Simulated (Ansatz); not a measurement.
Calculated with Ansatz (gas phase, PBE0-D4/def2-TZVP geometries, no zero-point term in ΔE). CCSD(T)/CBS adds triple-zeta CCSD(T) − MP2 to the extrapolated MP2 energy (def2 sets, frozen cores). This one scheme is used for every species. Functionals use def2-TZVPP. One conformer a species, not always the lowest.

Consider the isomerisation: `C[Si](O)(O)F` → `CO[SiH](O)F`.

`C[Si](O)(O)F`:

```xyz
10

C    -1.369   -0.241   -0.106
Si    0.458   -0.103    0.054
O     1.110   -0.183   -1.433
O     0.985    1.274    0.764
F     0.978   -1.313    0.964
H    -1.639   -1.162   -0.626
H    -1.767    0.603   -0.672
H    -1.847   -0.252    0.876
H     2.021    0.094   -1.538
H     1.070    1.283    1.718
```

`CO[SiH](O)F`:

Cartesian coordinates in Å:
```
C 1.243 -0.407 -0.959
O 0.610 -0.130 0.273
Si -0.884 0.478 0.449
O -1.300 0.398 2.012
F -1.874 -0.382 -0.460
H 1.418 0.511 -1.530
H 0.647 -1.093 -1.567
H 2.207 -0.871 -0.747
H -1.015 1.876 0.014
H -1.052 -0.380 2.514
```

CCSD(T)/CBS gives +1.15 eV.

**Question.** Another level gave +1.18 eV. Which?
A. HF/def2-TZVPP
B. r2SCAN0/def2-TZVPP
C. BLYP-D4/def2-TZVPP
D. revPBE-D4/def2-TZVPP

**Answer.** B. r2SCAN0 1.18, revPBE-D4 1.13, HF/def2-TZVPP 0.98, BLYP-D4 1.06 eV.

**Question.** What do rigid-rotor, harmonic-oscillator terms from PBE0-D4/def2-TZVP frequencies (298.15 K, 1 bar) make of the CCSD(T)/CBS value? (An estimate is asked.)

**Answer.** Ansatz gave: ΔZPE = +0.01 eV, ΔH = +1.15 eV, ΔS = 7 J/(mol·K), ΔG = +1.13 eV.

Largest T1 diagnostic among the species: 0.011.

From BLYP to BHLYP (50 % exact exchange), in def2-TZVPP and without D4, ΔE moves by +0.04 eV. In def2-TZVPP, CCSD(T) changes the Hartree–Fock value by +0.14 eV (the triples alone add +0.01 eV) and MP2 by +0.20 eV. Leaving LDA and LC-ωPBE aside and taking each functional with its dispersion term where it has one, the values, not all of them listed here, spread over 0.13 eV, from BLYP-D4 to r2SCAN0-D4. LDA lies +0.04 eV from PBE without D4.
